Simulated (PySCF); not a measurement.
Method: UPBE0/[Zr def2-SVP with ECP28, O def2-SVP, H def2-SVP], scalar-relativistic core potentials, density fitting, no spin–orbit coupling, PySCF.

```xyz
7
charge 0 multiplicity 2, angstrom
Zr    0.0000    0.0000    0.0000
O     1.8969   -0.3301    0.0000
O    -0.6626    1.8078    0.0000
O    -1.2343   -1.4777    0.0000
H     2.8382   -0.4939    0.0000
H    -0.9913    2.7049    0.0000
H    -1.8468   -2.2110    0.0000
```

Zr(OH)₃ (doublet), along the line from Zr1 (at 0) through O2 (at 1.925 Å). Core electrons replaced by a potential are absent, the electrostatic potential uses the reduced nuclear charge, and values within about 0.7 Å of such atoms have no physical meaning.

**Question.** Tabulate the fields along this line at 0.87, 1.06, 1.25, 1.44, 1.64, 1.83, 2.12, 2.31, 2.50, 2.70, 2.89, 3.08 Å.

**Answer.** 
| distance (Å) | electron density (e/Å³) | spin density (e/Å³) | electron localisation function | electrostatic potential (V) |
| --- | --- | --- | --- | --- |
| 0.87 | 1.16 | 0.058 | 0.352 | 29.1 |
| 1.06 | 0.865 | 0.0211 | 0.21 | 17 |
| 1.25 | 1.51 | 0.00623 | 0.676 | 16.8 |
| 1.44 | 3.26 | -0.00434 | 0.78 | 38 |
| 1.64 | 6.52 | -0.0176 | 0.28 | 130 |
| 1.83 | 122 | -0.00382 | 0.968 | 758 |
| 2.12 | 12.8 | -0.00727 | 0.11 | 275 |
| 2.31 | 4.7 | -0.000982 | 0.653 | 72.5 |
| 2.50 | 2.99 | 0.00145 | 0.92 | 32.5 |
| 2.70 | 2.39 | 0.00267 | 0.98 | 55 |
| 2.89 | 2.35 | 0.00411 | 0.997 | 517 |
| 3.08 | 0.956 | 0.0017 | 0.992 | 47.7 |

On a grid of 0.10 Å the density has a local minimum along the bond near 1.06 Å from Zr, at 0.86 e/Å³, where the ELF is 0.21.

Open d and f shells are described by one determinant, and the ground state may have another occupation or spin.
